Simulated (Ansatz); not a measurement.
`N/C=C/[SiH2]S` + HCl → `N/C=C/[SiH2]Cl` + H₂S  (ligand exchange at the Si–S bond)

Calculated with Ansatz (gas phase, PBE0-D4/def2-TZVP geometries, no zero-point term in ΔE). CCSD(T)/CBS adds triple-zeta CCSD(T) − MP2 to the extrapolated MP2 energy (def2 sets, frozen cores). This one scheme is used for every species. Double bonds are as drawn, so ΔE can hold a change between cis and trans. DFT in def2-TZVPP. B3LYP here is the variant with VWN-RPA as its local correlation; programs differ in this. Each species was taken in one conformer, which may not be the lowest.

`N/C=C/[SiH2]S`:

Z-matrix (Å, degrees):
```
Si
S 1 2.152
C 1 1.825 2 108.4
H 1 1.490 2 111.2 3 118.8
H 1 1.489 2 106.6 3 -123.3
H 2 1.344 1 95.1 3 160.4
C 3 1.345 1 121.1 2 116.0
H 3 1.089 1 120.2 2 -63.2
N 7 1.361 3 126.9 1 177.8
H 7 1.088 3 119.8 1 0.3
H 9 1.005 7 118.7 3 13.2
H 9 1.003 7 118.9 3 163.5
```

HCl:

Cartesian coordinates in Å:
```
Cl 0.377 0.516 -0.007
H -0.377 -0.516 0.007
```

`N/C=C/[SiH2]Cl`:

Z-matrix (Å, degrees):
```
Si
Cl 1 2.074
C 1 1.819 2 112.3
H 1 1.483 2 104.6 3 123.3
H 1 1.486 2 107.1 3 -119.6
C 3 1.346 1 120.6 2 -112.1
H 3 1.088 1 120.6 2 67.8
N 6 1.359 3 126.9 1 -177.5
H 6 1.088 3 119.8 1 0.1
H 8 1.003 6 119.4 3 -165.5
H 8 1.005 6 119.1 3 -12.2
```

H₂S:

Cartesian coordinates in Å:
```
S -0.413 0.452 0.093
H -0.436 -0.877 0.267
H 0.849 0.425 -0.360
```

```
             level  ΔE (kJ/mol)  difference from CCSD(T)/CBS
            PBE-D4        -38.0                          3.9
         r2SCAN-D4        -42.4                         -0.5
           PBE0-D4        -39.6                          2.3
          B3LYP-D4        -43.6                         -1.7
           ωB97X-V        -44.1                         -2.2
           ωB97M-V        -44.7                         -2.8
            B2PLYP        -45.1                         -3.2
               PBE        -39.7                          2.2
            r2SCAN        -42.8                         -0.9
              PBE0        -41.1                          0.8
             B3LYP        -46.3                         -4.4
     HF/def2-TZVPP        -52.4                        -10.5
    MP2/def2-TZVPP        -41.8                          0.1
SCS-MP2/def2-TZVPP        -43.6                         -1.7
   CCSD/def2-TZVPP        -42.8                         -0.9
CCSD(T)/def2-TZVPP        -41.1                          0.8
     HF/def2-QZVPP        -52.9                        -11.0
    MP2/def2-QZVPP        -42.4                         -0.5
SCS-MP2/def2-QZVPP        -44.2                         -2.3
      HF/CBS(def2)        -53.0                        -11.1
     MP2/CBS(def2)        -42.5                         -0.6
    CCSD/CBS(def2)        -43.5                         -1.6
       CCSD(T)/CBS        -41.9                            0
```

Largest T1 diagnostic among the species: 0.012.

In def2-TZVPP, CCSD(T) changes the Hartree–Fock value by +11.3 kJ/mol (the triples alone add +1.6 kJ/mol) and MP2 by +10.6 kJ/mol.

CCSD(T)/CBS has its own doubt, a few kJ/mol and more with outer-core shells, so smaller differences from it don't rank the levels.
